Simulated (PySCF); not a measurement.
## Static response to an electric field

Species: C2H11BNPSi.
Structure used (PBE0-D3(BJ)/def2-SVP), in Å, numbered top down from 1:
```xyz
17
C2H11BNPSi angstrom
B      3.583    0.508    0.312
P      2.000   -0.340    0.735
Si     0.337    0.710   -0.347
N     -1.141   -0.154   -0.099
C     -2.405    0.508    0.098
C     -1.239   -1.566   -0.371
H      3.791    0.787   -0.845
H      4.436    0.665    1.150
H      1.753   -0.139    2.118
H      0.089    2.100    0.136
H      0.847    0.755   -1.757
H     -2.255    1.564    0.366
H     -3.047    0.479   -0.805
H     -2.975    0.032    0.919
H     -1.745   -1.780   -1.333
H     -1.808   -2.082    0.424
H     -0.239   -2.025   -0.408
```

Level: wB97X-D/def2-SVPD (PySCF), static field, nuclei fixed, core orbitals frozen in the response. The polarisability tensor in these axes (au):

```
x   135.68   6.04   4.74
y     6.04  94.49  -3.18
z     4.74  -3.18  90.41
```

Problem. What are the eigenvalues, a third of the trace, and Δα (Δα² = ½Σ(αi − αj)² over the three pairs)?

Solution. Principal values 87.61, 96.03 and 136.94 au; mean 106.86 au = 15.84 Å³ = 17.62 × 10⁻⁴⁰ C²·m²/J; Δα = 45.70 au (43 % of the mean).

Problem. What is the dipole moment, and where does it point?

Solution. (-2.01, -0.02, 0.15) D, 2.01 D in size, pointing from the negative to the positive side. Measured along this direction, the outermost atoms are H8 at the negative end and H14 and H13 at the positive end.

Problem. How large is μ²/3kT at 250 K beside α?

Solution. In Gaussian units μ²/3kT = 39.21 Å³ against 15.84 Å³, a ratio of 2.48; the Debye molar polarisation (4π/3)N_A(α + μ²/3kT) is 138.9 cm³/mol, leaving out the vibrational part.

Problem. Molar refractivity from α?

Solution. Lorentz–Lorenz: R = (4π/3)N_A α = 2.5225 cm³/(mol·Å³) × 15.84 Å³ = 39.9 cm³/mol, in the limit of long wavelengths.

Problem. What would n − 1 = 2πNα be for an ideal gas of these molecules at 273.15 K and 1 atm, electronic part alone?

Solution. N = p/kT = 2.6868 × 10¹⁹ cm⁻³, so n − 1 = 2π × N × 15.84 × 10⁻²⁴ cm³ = 2673 × 10⁻⁶ at long wavelengths.

Problem. Sum over states: ᾱ = Σ f/ω², ω in Eh. What share falls to these 10 lowest TDDFT singlets (eV, f)? 4.98, 0.1385; 5.10, 0.0632; 5.91, 0.0086; 6.16, 0.0007; 6.32, 0.0137; 6.36, 0.0104; 6.54, 0.0148; 6.83, 0.1031; 6.88, 0.0583; 7.08, 0.0513.

Solution. They add up to 10.13 au, 9.5 % of the 106.86 au; the largest single term is 4.13 au, from the state at 4.98 eV. Terms in order: 4.13, 1.80, 0.18, 0.01, 0.25, 0.19, 0.26, 1.64, 0.91, 0.76 au. Higher excitations give the rest. The strengths listed sum to 0.462.

Problem. Rayleigh depolarisation ratio (linearly polarised light, static tensor)?

Solution. ρ = 3Δα²/(45ᾱ² + 4Δα²) = 6266.4/(513865 + 8355.2) = 0.012.

Isolated species at its PBE0-D3(BJ)/def2-SVP geometry (one conformer only).

These values come from a run that also computed excited states and ΔSCF ions. The run took 2.2 min wall on one thread of an Arm Neoverse V1, shared host.

The pairwise dispersion term of wB97X-D wasn't added to the energies; at a given geometry it leaves orbitals and properties as they are.
